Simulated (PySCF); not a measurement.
**Ionisation energy of Ru¹⁷⁺ by level of theory**

Ru¹⁷⁺ [Ar] 3d9 (2D) → Ru¹⁸⁺ [Ar] 3d8 (3F), as a difference of total energies. Computed with PySCF 2.14 in an even-tempered Gaussian basis (19 s from 1.4 bohr⁻², ratio 2.5; 13 p from 1.8 bohr⁻², ratio 2.5; 9 d from 1.8 bohr⁻², ratio 2.5; 4 f from 10 bohr⁻², ratio 2.7; 4 g from 16 bohr⁻², ratio 2.7), with the spin-free X2C one-electron Hamiltonian (Gaussian nucleus). Correlated levels: outer shells: [Ne] frozen; virtual orbitals above 40 to 60 times the deepest correlated orbital energy dropped. The calculations carry no spin-orbit coupling.

| method | ionisation energy (eV) |
| --- | --- |
| UHF | 725.16 |
| LDA | 727.33 |
| PBE | 726.28 |
| PBE0 | 726.54 |
| r2SCAN | 725.80 |
| MP2 (outer shells) | 727.09 |
| SCS-MP2 (outer shells) | 726.83 |

Q: How much does correlation contribute at MP2 (outer shells)?

A: 727.09 − (725.16) = 1.93 eV, measured against UHF.

A first-order spin-orbit estimate (lowest level to lowest level, LS coupling) adds -0.976 eV.

Breit and QED terms and the two-electron picture change are absent.

For comparison: 723 ± 3 eV (theoretical estimate listed by NIST; NIST Atomic Spectra Database, ionization energies).
